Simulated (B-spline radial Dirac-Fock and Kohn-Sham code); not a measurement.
**Form factor and incoherent scattering function of Zn⁷⁺**

System: the Zn⁷⁺ ion, configuration [Ar] 3d5.

These are calculated numbers from a radial finite-basis atomic code; the model is Dirac-Fock densities. f₀ is the Fourier transform of the spherical electron density, S the Waller-Hartree incoherent function, and s = sin θ/λ. The electron scattering factor follows from the Mott-Bethe formula f_e = 0.023934 Å⁻¹·(Z − f₀)/s².

```
s (Å⁻¹)      f₀       S  f_e (Å)
      0  23.000   0.000        –
   0.08  22.666   0.325   27.426
   0.09  22.579   0.409   21.928
   0.12  22.260   0.715   12.865
   0.14  22.002   0.960    9.766
   0.18  21.389   1.533    6.361
   0.22  20.663   2.198    4.617
   0.27  19.629   3.119    3.405
   0.33  18.267   4.293    2.579
   0.41  16.367   5.869    1.941
    0.5  14.292   7.544    1.504
   0.62  11.868   9.512    1.129
   0.77   9.580  11.526    0.824
   0.94   7.896  13.294    0.599
   1.16   6.643  14.978    0.415
   1.44   5.679  16.521    0.281
   1.77   4.736  17.884    0.193
   2.18   3.651  19.146    0.133
   2.69   2.598  20.200    0.091
   3.32   1.825  20.982    0.061
   4.09   1.382  21.549    0.041
   5.05   1.129  22.009    0.027
   6.22   0.928  22.389    0.018
```

f₀ starts at the number of electrons, 23, and has fallen to half at s ≈ 0.64 Å⁻¹. The sum of ⟨r²⟩ over the electrons is 7.164 bohr². For an ion f_e diverges as s goes to zero, because of the net charge.
